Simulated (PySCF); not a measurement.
C5H13GeNO3.
Atom-mapped SMILES: `[CH3:1][O:2][GeH2:3][O:4][CH2:5][C:6](=[O:7])[N:8]([CH3:9])[CH3:10]` (hydrogens: H11, H12, H13 on C1; H14, H15 on Ge3; H16, H17 on C5; H18, H19, H20 on C9; H21, H22, H23 on C10)

Computed, not measured: PySCF, PBE0-D3(BJ)/def2-SVP geometry optimisation, gas phase.

(1) What internal coordinates does the optimisation give?

## Answers

(1) 
```
                     bond  length (pm)   order
                    C1–O2        139.3  single
                   O2–Ge3        179.1  single
                   Ge3–O4        181.5  single
                    O4–C5        136.8  single
                    C5–C6        152.4  single
                    C6=O7        122.9  double
                    C6–N8        134.9  single
                    N8–C9        144.2  single
                   N8–C10        144.5  single
   C1–H11, C1–H12, C1–H13        110.7  single
                  Ge3–H14        152.7  single
                  Ge3–H15        154.0  single
           C5–H16, C5–H17        111.0  single
   C9–H18, C9–H19, C9–H20        110.0  single
C10–H21, C10–H22, C10–H23        110.0  single
```

Bonds in one row agree within 1 pm and their mean is given. Orders are formal, as drawn. A selection of angles:
```
    angle  degrees
C1–O2–Ge3    119.7
O2–Ge3–O4     97.1
Ge3–O4–C5    126.1
 O4–C5–C6    111.8
 C5–C6–O7    117.7
 C5–C6–N8    120.0
 O7–C6–N8    122.3
 C6–N8–C9    123.9
C6–N8–C10    119.5
C9–N8–C10    116.4
```

Dihedral angles: C1–O2–Ge3–O4 -60° (synclinal); O2–Ge3–O4–C5 173° (antiperiplanar); Ge3–O4–C5–C6 11° (synperiplanar); O4–C5–C6–O7 -2° (synperiplanar); C5–C6–N8–C9 -3° (synperiplanar). The mirror-image conformer, all signs reversed, is as good.

Ge3 and O7 aren't drawn bonded (4 bonds apart) but lie 2.40 Å from each other; Cordero's covalent radii sum to 1.86 Å. The 2 Ge–O bonds span 1.791 Å (O2–Ge3, drawn single) to 1.815 Å (Ge3–O4, drawn single), a spread of 0.024 Å. Of the pairs four or more bonds apart, those above aside, O7···H23 is among the closest relative to their van der Waals radii: 2.24 Å, 83 % of the sum of Bondi's values. The C–N distances run from 1.349 Å (C6–N8, drawn single) to 1.445 Å (N8–C10, drawn single), a spread of 0.096 Å. Ge3 (germanium bonded to 2 O and 2 H) is distorted tetrahedral (angles from 97.1° to 120.9°). N8 (amide nitrogen) is planar (angles 123.9°, 119.5° and 116.4°, sum 359.9°, 0.03 Å off the plane of its three neighbours). The 3 C–O bonds span 1.229 Å (C6=O7, drawn double) to 1.393 Å (C1–O2, drawn single), a spread of 0.164 Å.

Point group: C1 (no symmetry element, even within 0.4 Å). No PBE0-D3(BJ)/def2-SVP frequencies stand behind this structure, so it isn't proved a minimum. The numbers are those of one conformer.
